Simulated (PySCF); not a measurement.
# Excitation energies in several basis sets

CH₇BFPSi.
Geometry (PBE0-D3(BJ)/def2-SVP, Å), atoms numbered from 1 in this order:
```
atom  x, y, z in Å
C1     2.1495    0.3758   -0.4348
B2     0.8727    0.1225    0.4290
F3     0.6457    0.9276    1.4704
P4    -0.3448   -1.3419    0.1883
Si5   -2.3034   -0.2365    0.3288
H6     2.3018   -0.3434   -1.2501
H7     2.0962    1.3905   -0.8665
H8     3.0403    0.3685    0.2172
H9    -0.2511   -1.4642   -1.2280
H10   -3.4021   -1.1677   -0.0657
H11   -2.3724    0.9769   -0.5429
H12   -2.4820    0.1681    1.7527
```

TDDFT with PBE0 (PySCF), vertical singlets, core orbitals frozen in the response, spherical d and f functions. The structure is a single PBE0-D3(BJ)/def2-SVP conformer in the gas phase; no vibrational or solvent corrections.

```csv
basis,functions,diffuse,S1 (eV),S2 (eV),S3 (eV),S4 (eV),S5 (eV),LUMO (eV),α (au)
6-31G*,92,no,5.47,6.40,6.70,6.74,7.58,-0.54,70.3
6-31+G*,112,yes,5.36,6.02,6.28,6.46,6.81,-0.85,78.1
def2-SVP,113,no,5.42,6.35,6.60,6.93,7.46,-0.71,72.4
def2-SVPD,167,yes,5.30,6.17,6.23,6.54,6.76,-0.93,84.7
aug-cc-pVDZ,186,yes,5.28,5.95,6.18,6.35,6.60,-0.92,86.4
def2-TZVP,209,no,5.31,6.17,6.29,6.54,6.92,-0.87,81.7
def2-TZVPD,263,yes,5.27,6.01,6.15,6.38,6.55,-0.94,86.1
```

Problem. How much do these states and the polarisability depend on the basis?

Solution. States are compared by their number. Against the largest diffuse basis here (def2-TZVPD, itself not a converged limit), sets without diffuse functions differ by up to 0.21 eV in S1 and 1.03 eV in S5; the smaller diffuse sets differ by up to 0.10 and 0.26 eV. State by state, the largest deviation of a set without diffuse functions is S1 0.21, S2 0.39, S3 0.55, S4 0.55, S5 1.03 eV. The same number needn't mean the same state in each row. Against def2-TZVPD the polarisability deviates by -18% in 6-31G*, -9% in 6-31+G*, -16% in def2-SVP, -2% in def2-SVPD, 0% in aug-cc-pVDZ, -5% in def2-TZVP. A single + in a Pople set puts diffuse functions on heavy atoms only.
